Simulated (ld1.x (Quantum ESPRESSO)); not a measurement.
**scandium (Sc), RRKJ: configuration errors across variants**

ld1.x (Quantum ESPRESSO) 7.5 input, shortened:

```
&input
   title='Sc', zed=21., rel=1, dft='PBE', iswitch=3,
   config='[Ar] 3d1 4s0.5 4p0'
 /
 &inputp
   pseudotype=2, tm=.false., lloc=0,
   nlcc=.true., new_core_ps=.true.
 /
3
4P  2  1   0.00   0.00  2.90  2.90  0.0
3D  3  2   1.00   0.00  1.50  1.50  0.0
4S  1  0   0.50   0.00  3.05  3.05  0.0
 &test
   configts(1)='3d1 4s0.5 4p0'
 /
```

All-electron excitation energies from the reference (eV): (1) 3d1 4s2 4p0 -12.506; (2) 3d1 4s1 4p0 -5.609; (3) 3d1 4s0 4p0 7.159; (4) 3d2 4s0 4p0 -4.928; (5) 3d0 4s2 4p0 -4.124; (6) 3d0 4s2 4p1 -9.041; (7) 3d2 4s1 4p0 -10.838.

The default core radius of the base comes out at 2.13 bohr.

2 further variants failed, have other tests or another functional or relativity, and are left out.

Errors AE − PS in meV (a dash: test not solved or not reliable):

| change | (1) | (2) | (3) | (4) | (5) | (6) | (7) | bound ghosts |
| --- | --- | --- | --- | --- | --- | --- | --- | --- |
| base | -5.1 | -1.3 | -4.2 | -296 | -457 | -520 | -174 | none |
| wave 3d (bound): rc 1.50 bohr becomes 3d (bound): rc 1.84 bohr | -4.2 | -1.2 | -4.1 | -263 | -355 | -416 | -160 | none |
| type PAW; waves now 4s (bound): rcut 2.65, rcutus 3.05 bohr; 4s channel at -0.4 Ry: rcut 2.65, rcutus 3.05 bohr; 4p (bound): rcut 2.50, rcutus 2.90 bohr; 4p channel at 0.75 Ry: rcut 2.50, rcutus 2.90 bohr; 3d (bound): rcut 1.30, rcutus 1.50 bohr; 3d channel at 0.35 Ry: rcut 1.30, rcutus 1.50 bohr; local potential all-electron potential smoothed inside 2.85 bohr (lloc = -1); augmentation PSQ, inside the norm-conserving radii | – | – | – | – | – | – | – | none |
| core correction Bessel-smoothed model core inside 0.98 bohr | -6.5 | -1.5 | -4.7 | -314 | -516 | -579 | -182 | none |

Give the same row for: wave 4s (bound): rc 3.05 bohr becomes 4s (bound): rc 4.20 bohr.

+3.3, -3.9, -17, -239, -210, -332, -136; bound ghosts: none.
